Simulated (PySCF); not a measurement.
Compound: C₄H₉F₃OSi.
InChI=1S/C4H9F3OSi/c1-3(2)8-9-4(5,6)7/h3H,9H2,1-2H3

Torsions of this conformer, `[CH3:1][CH:2]([CH3:3])[O:4][SiH2:5][C:6]([F:7])([F:8])[F:9]`: C1–C2–O4–Si5 80°, C2–O4–Si5–C6 150°, O4–Si5–C6–F7 -179°.

The closed-shell ground state was solved at several levels (PySCF, density fitting, gas phase, non-relativistic). Geometry: PBE0-D3(BJ)/def2-SVP, one conformer, isolated molecule.

```csv
level,basis functions,HOMO (eV),LUMO (eV),gap (eV),dipole (D)
KT3/pcSseg-1,205,-7.04,-0.66,6.38,3.13
wB97X-D/def2-SVPD,268,-10.39,1.71,12.10,3.52
```

(1) Estimate the row for PBE0/pcSseg-1, a basis of 205 functions; the other rows only guide the guess.

(2) Over all these levels, which gives the widest orbital gap and which the narrowest?

(3) How far do the dipole and the HOMO energy spread over the levels?

Answers

(1) HOMO -8.45 eV, LUMO 0.20 eV, gap 8.65 eV, dipole 3.41 D.

(2) wB97X-D/def2-SVPD (range-separated hybrid) has the widest, 12.10 eV, and KT3/pcSseg-1 (GGA) the narrowest, 6.38 eV. Functional and basis both differ between the two, so the spread mixes both effects.

(3) The dipole runs from 3.13 to 3.52 D (mean 3.35 D) and the HOMO from -10.39 to -7.04 eV.
